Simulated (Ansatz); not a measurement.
Z-matrix (Å, degrees):
```
C
O 1 1.408
H 1 1.096 2 111.4
H 1 1.095 2 112.6 3 -122.5
H 1 1.094 2 107.7 3 118.1
Sn 2 1.962 1 123.3 3 83.5
F 6 1.936 2 101.9 1 38.9
H 6 1.743 2 104.6 1 149.0
```

Total charge 0; spin multiplicity 2. Sn: def2 effective core potential.

(1) List the ωB97M-V/def2-TZVPP orbital energies in eV (Ansatz). (Estimate.)

Answers

(1) Computed: α occupied: -676.17, -526.11, -282.54, -143.64, -98.25, -98.21, -98.15, -34.54, -32.34, -31.80, -31.74, -31.71, -31.42, -30.01, -21.48, -17.39, -15.13, -15.04, -14.73, -13.67, -13.39, -12.90, -11.33, -10.71, -8.94. α empty: 0.96, 1.33, 2.39, 3.43, 3.62, 4.25, 4.98, 5.16. β occupied: -676.11, -525.99, -282.55, -143.59, -98.19, -98.15, -98.13, -34.41, -32.22, -31.69, -31.66, -31.65, -31.31, -29.83, -21.42, -16.94, -14.96, -14.91, -14.55, -13.39, -13.27, -12.42, -10.79, -10.44. β empty: -2.13, 1.10, 1.42, 2.53, 3.49, 3.81, 4.49, 5.07. ⟨S²⟩ = 0.756.
